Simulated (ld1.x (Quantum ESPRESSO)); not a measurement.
## An all-electron radial function and its pseudo partner (B (Z = 5))

Columns: radius, all-electron u(r) and pseudo u(r) of the 2p shell (level -3.72 eV) of boron in the configuration [He] 2s2 2p1; LDA (PZ), scalar-relativistic, TM scheme, ld1.x (Quantum ESPRESSO) 7.5.

| r (bohr) | all-electron | pseudo |
| --- | --- | --- |
| 0.208 | 0.0936 | 0.0249 |
| 0.415 | 0.2472 | 0.0953 |
| 0.622 | 0.3851 | 0.2005 |
| 0.830 | 0.4904 | 0.3251 |
| 1.038 | 0.5621 | 0.4500 |
| 1.245 | 0.6042 | 0.5571 |
| 1.453 | 0.6227 | 0.6350 |
| 1.660 | 0.6233 | 0.6770 |
| 1.868 | 0.6107 | 0.6850 |
| 2.075 | 0.5893 | 0.6654 |
| 2.282 | 0.5619 | 0.6275 |
| 2.490 | 0.5307 | 0.5799 |
| 2.698 | 0.4976 | 0.5299 |
| 2.905 | 0.4639 | 0.4823 |
| 3.113 | 0.4301 | 0.4390 |
| 3.320 | 0.3973 | 0.4007 |
| 3.528 | 0.3656 | 0.3665 |
| 3.735 | 0.3355 | 0.3356 |
| 3.943 | 0.3069 | 0.3069 |
| 4.150 | 0.2803 | 0.2803 |
| 4.358 | 0.2553 | 0.2553 |
| 4.565 | 0.2322 | 0.2322 |
| 4.773 | 0.2108 | 0.2108 |
| 4.980 | 0.1912 | 0.1912 |
| 5.188 | 0.1731 | 0.1731 |
| 5.395 | 0.1566 | 0.1566 |

(1) How many radial nodes do the two functions have?

(2) At about which radius was the pseudo-wave matched?

(3) Is the pseudo-wave norm-conserving?

Results:

(1) The all-electron 2p function has n − l − 1 = 0; the pseudo-wave has 0.

(2) 4.15 bohr. The columns agree to 0.0005 from 3.73 bohr on; several derivatives are matched, so the curves merge somewhat inside the radius.

(3) Yes: the TM scheme keeps the norm inside the radius equal to the all-electron one, which fixes the energy derivative of the logarithmic derivative at the level.
